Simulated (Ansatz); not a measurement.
System: C5H11O, charge 0, multiplicity 2. It need not be the lowest isomer of its formula. 
Structure (B3LYP-D3(BJ)/def2-TZVP (Ansatz, a quantum-chemistry and plane-wave program) minimum search):
```
C
H 1 1.0962
H 1 1.0964 2 105.98
C 1 1.5259 2 109.53 3 -118.03
H 4 1.0935 1 110.30 2 178.73
H 4 1.0939 5 106.68 1 -119.45
C 4 1.5247 5 108.58 6 -116.68
O 7 1.3617 4 116.20 5 55.96
H 7 1.1068 8 109.20 4 -127.51
H 7 1.1108 9 102.72 8 111.48
C 1 1.5268 2 109.10 3 117.37
H 11 1.0946 1 109.11 2 -179.90
H 11 1.0946 12 106.10 1 117.41
C 11 1.5257 12 109.63 13 118.30
H 14 1.0914 11 111.46 12 -57.99
H 14 1.0927 15 107.74 11 122.11
H 14 1.0927 15 107.73 16 115.78
```
Charge 0, spin multiplicity 2.

Quantity: atomisation energy (electronic, to ground-state atoms); the coupled-cluster value holds the core correlation from cc-pwCVTZ, in eV. Valence correlation only, unless marked. Open shells are spin-unrestricted. Spin-orbit coupling is left out. No relativistic terms. CBS marks a two-point X^-3 extrapolation of the correlation energy; Hartree-Fock from the larger set. The bracket is a focal-point correction in the basis named.

Level to compare with: RI-MP2/CBS(cc-pVTZ,cc-pVQZ)+[CCSD(T)-MP2]/cc-pVTZ plus the core term (Ansatz), 68.76 eV. It is a level with limits of its own, and the differences hold the functionals' basis error too.

Task: Rank these functionals by how close they come to RI-MP2/CBS(cc-pVTZ,cc-pVQZ)+[CCSD(T)-MP2]/cc-pVTZ, closest first: BHLYP/def2-TZVPD (Ansatz); BLYP/def2-TZVPD (Ansatz); LC-wPBE/def2-TZVPD (Ansatz).

Result: LC-wPBE/def2-TZVPD (range-separated hybrid, 68.60 eV, difference -0.16), BLYP/def2-TZVPD (GGA, 67.69 eV, difference -1.07), BHLYP/def2-TZVPD (global hybrid, 66.69 eV, difference -2.07)
